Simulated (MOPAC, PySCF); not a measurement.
C$_{2}$H$_{4}$Si, SMILES `C=C[SiH]` (lower singlet; C–C–Si–H torsion 180°), neutral singlet in the gas phase. This singlet lies 1.00 eV below the relaxed triplet at the level B3LYP/cc-pVTZ // PBE0-D3(BJ)/def2-TZVP (Ansatz).

Z-matrix (Å, degrees):
```
C
C 1 1.3398
H 2 1.0880 1 123.17
H 1 1.0884 2 118.00 3 0.07
H 2 1.0886 3 116.07 1 -179.96
Si 1 1.8724 4 124.95 2 -179.99
H 6 1.5298 1 96.24 4 -0.10
```
Charge 0, spin multiplicity 1.

All levels are single points at this geometry (PBE0-D3(BJ)/def2-TZVP); Pople sets use spherical d functions. Orbital energies aren't observables, and empty levels follow the basis.

B3LYP/LANL2DZ in PySCF gives dipole (D) = 1.75.

Task: Estimate the dipole (D) from each of these levels: PBE0-D3(BJ)/def2-TZVP in PySCF; M06-2X/6-31G* in PySCF; PBE/6-31G* in PySCF; HF/3-21G in PySCF; PM6 in MOPAC.

Result: 
```
level                           dipole (D)
------------------------------  ----------
PBE0-D3(BJ)/def2-TZVP in PySCF        1.66
M06-2X/6-31G* in PySCF                1.62
PBE/6-31G* in PySCF                   2.00
HF/3-21G in PySCF                     1.80
PM6 in MOPAC                          1.18
```
